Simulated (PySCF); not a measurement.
# Removing an electron from `FC(F)Oc1ccccn1`

Species: C₆H₅F₂NO.
Structure used (PBE0-D3(BJ)/def2-SVP), in Å, numbered top down from 1:
```xyz
15
C6H5F2NO angstrom
F      2.8249    0.0390    1.5868
C      2.6322    0.1746    0.2683
F      3.7549   -0.1857   -0.3535
O      1.6577   -0.7020   -0.1455
C      0.3602   -0.3078   -0.1008
C     -0.5953   -1.2516   -0.4970
C     -1.9246   -0.8612   -0.4651
C     -2.2510    0.4332   -0.0481
C     -1.2129    1.2785    0.3213
N      0.0702    0.9125    0.2988
H      2.3761    1.2199    0.0448
H     -0.2780   -2.2458   -0.8128
H     -2.7075   -1.5627   -0.7631
H     -3.2865    0.7746   -0.0085
H     -1.4168    2.3010    0.6568
```

Level: PBE0/def2-SVPD (PySCF). Frontier orbitals with their largest atomic shares (Löwdin; up to four atoms above 4 %):

```json
{"orbital": "HOMO−3", "ε (eV)": "-10.50", "main atoms": "O4 32 %, C2 12 %, H11 10 %, F1 10 %"}
{"orbital": "HOMO−2", "ε (eV)": "-8.80", "main atoms": "C7 27 %, N10 25 %, C6 18 %, C8 10 %"}
{"orbital": "HOMO−1", "ε (eV)": "-8.22", "main atoms": "N10 54 %, C9 11 %, C5 9 %, C8 6 %"}
{"orbital": "HOMO", "ε (eV)": "-7.50", "main atoms": "?"}
{"orbital": "LUMO", "ε (eV)": "-1.23", "main atoms": "C7 24 %, N10 19 %, C9 17 %, C6 17 %"}
{"orbital": "LUMO+1", "ε (eV)": "-0.64", "main atoms": "C5 21 %, C8 21 %, C9 13 %, C6 10 %"}
{"orbital": "LUMO+2", "ε (eV)": "0.68", "main atoms": "C7 16 %, C8 14 %, C9 13 %, H13 12 %"}
```

Task: What vertical ionisation energy does ΔSCF give, and how far is −ε(HOMO) from it?

Result: ΔSCF: 9.38 eV (905 kJ/mol; threshold wavelength 132 nm); ⟨S²⟩ of the doublet left behind is 0.770, against 0.75 for a pure doublet. −ε(HOMO) is 7.50 eV, 1.88 eV below it. For the exact functional −ε(HOMO) would equal the first vertical ionisation energy; PBE0 (global hybrid, 25 % exact exchange) falls short of its own ΔSCF value by 20 %. Holes in the HOMO−1 and HOMO−2 were tried too where these lie within 1.2 eV of the HOMO; the lowest converged state counts.

Task: On which atoms does the HOMO lie?

Result: C8 (aromatic CH carbon) 21 %, C6 (aromatic CH carbon) 17 %, O4 (aryl ether oxygen) 16 %, C9 (aromatic CH next to a ring nitrogen) 15 %, so no atom holds as much as 40 %. The HOMO−1 lies 0.72 eV lower.

Task: And the vertical electron affinity, the fundamental gap, Mulliken's electronegativity and the hardness (with the factor ½)?

Result: EA = -0.59 eV by ΔSCF (−ε(LUMO) = 1.23 eV); a negative value means that the added electron isn't bound at this geometry and level, and the number then depends on the basis. IE − EA = 9.97 eV against an orbital gap of 6.27 eV; (IE + EA)/2 = 4.40 eV; (IE − EA)/2 = 4.99 eV. Parr's electrophilicity index (IE + EA)²/[8(IE − EA)] is 0.97 eV.

Task: What total energies stand behind the ΔSCF value?

Result: E(N) = -560.33317 Eh and E(N − 1) = -559.98855 Eh at the same geometry, 0.34462 Eh apart. With one more electron, E(N + 1) = -560.31135 Eh.

Task: With α = 81.2 au, estimate the like-pair dispersion coefficient by London's formula C6 = (3/4)α²I.

Result: I = 0.3446 Eh, so C6 ≈ 1710 au, a rough estimate.

Isolated species at its PBE0-D3(BJ)/def2-SVP geometry (one conformer only).

The run behind these numbers computed excited states and ΔSCF ions as well. The run took 6.8 min on an Arm Neoverse N1 with one thread (shared host).
